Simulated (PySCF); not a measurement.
Two species compared at the same levels of theory.

First species: C5H9Cl.
Atom-mapped SMILES: `[CH2:1]=[C:2]([CH3:3])[CH2:4][CH2:5][Cl:6]` (hydrogens: H7, H8 on C1; H9, H10, H11 on C3; H12, H13 on C4; H14, H15 on C5)

Geometry (GFN2-xTB, Å), atoms numbered from 1 in this order:
```
atom  x, y, z in Å
C1    -1.2930    1.3089    0.5524
C2    -0.6826    0.2841   -0.0197
C3    -1.3111   -1.0721   -0.1245
C4     0.6971    0.4165   -0.6132
C5     1.7348   -0.2934    0.2479
Cl6    3.3692   -0.0815   -0.4400
H7    -0.8340    2.2804    0.6208
H8    -2.2802    1.2211    0.9731
H9    -2.3293   -1.0588    0.2542
H10   -0.7409   -1.8022    0.4487
H11   -1.3268   -1.4026   -1.1623
H12    0.7111   -0.0177   -1.6158
H13    0.9663    1.4709   -0.6924
H14    1.7583    0.1214    1.2556
H15    1.5565   -1.3670    0.2932
```

Second species: C7H10O.
SMILES: `C=C(C)C1=CCOC1`

Levels: PBE0/pcSseg-1 for dipole moment, HOMO energy, LUMO energy and HOMO–LUMO gap; GFN2-xTB for rotational constant A and rotational constant C. Geometries: GFN2-xTB. Each structure is a single optimised conformer of the isolated species, non-relativistic unless stated. Electronic properties by PySCF.

The conformers computed, where there is a choice (atom-mapped SMILES and torsion angles):
- `[CH2:1]=[C:2]([CH3:3])[CH2:4][CH2:5][Cl:6]`: C1–C2–C4–C5 108°, C2–C4–C5–Cl6 -178°
- `[CH2:1]=[C:2]([CH3:3])[C:4]1=[CH:5][CH2:6][O:7][CH2:8]1`: C1–C2–C4–C5 180°

Values for the first species:

* Dipole moment: 2.14 D
* HOMO energy: -7.45 eV
* LUMO energy: 0.06 eV
* HOMO–LUMO gap: 7.51 eV
* Rotational constant A: 7.162 GHz
* Rotational constant C: 1.093 GHz

Q: Estimate the same properties for the second species, and the change in each.

A: 
```csv
property,first,second,second less first
dipole moment,2.14 D,1.97 D,-0.17 D
HOMO energy,-7.45 eV,-6.53 eV,+0.92 eV
LUMO energy,0.06 eV,-0.86 eV,-0.92 eV
HOMO–LUMO gap,7.51 eV,5.67 eV,-1.84 eV
rotational constant A,7.162 GHz,4.395 GHz,-2.767 GHz
rotational constant C,1.093 GHz,1.130 GHz,+0.037 GHz
```

On the first: The dipole matches unit charges of opposite sign 0.45 Å apart (1 e·Å = 4.8032 D).

On the second: The dipole matches unit charges of opposite sign 0.41 Å apart (1 e·Å = 4.8032 D).
